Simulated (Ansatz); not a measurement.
Consider the hydrogenolysis of the Si–B bond: `N[SiH2]B(F)F` + H₂ → `N[SiH3]` + `FBF`.

Program: Ansatz. Geometries: PBE0-D4/def2-TZVP. ΔE: electronic, gas phase. CCSD(T)/CBS is the MP2 limit (def2-TZVPP, def2-QZVPP) plus CCSD(T) − MP2 in def2-TZVPP, frozen cores. This one scheme is used for every species. DFT in def2-TZVPP. One conformer a species, not always the lowest.

CCSD(T)/CBS gives -48.3 kJ/mol.

Problem. Another level gave -43.0 kJ/mol. Which?
A. r2SCAN/def2-TZVPP
B. CCSD/def2-TZVPP
C. LC-ωPBE/def2-TZVPP
D. PBE-D4/def2-TZVPP

Solution. A. r2SCAN -43.0, CCSD/def2-TZVPP -55.0, LC-ωPBE -47.6, PBE-D4 -34.3 kJ/mol.

Largest T1 diagnostic among the species: 0.013.

In def2-TZVPP, CCSD(T) changes the Hartree–Fock value by +25.8 kJ/mol (the triples alone add +4.7 kJ/mol) and MP2 by +23.5 kJ/mol. Leaving LDA and LC-ωPBE aside and taking each functional with its dispersion term where it has one, the values, not all of them listed here, spread over 23.3 kJ/mol, from BHLYP-D4 to revPBE-D4.
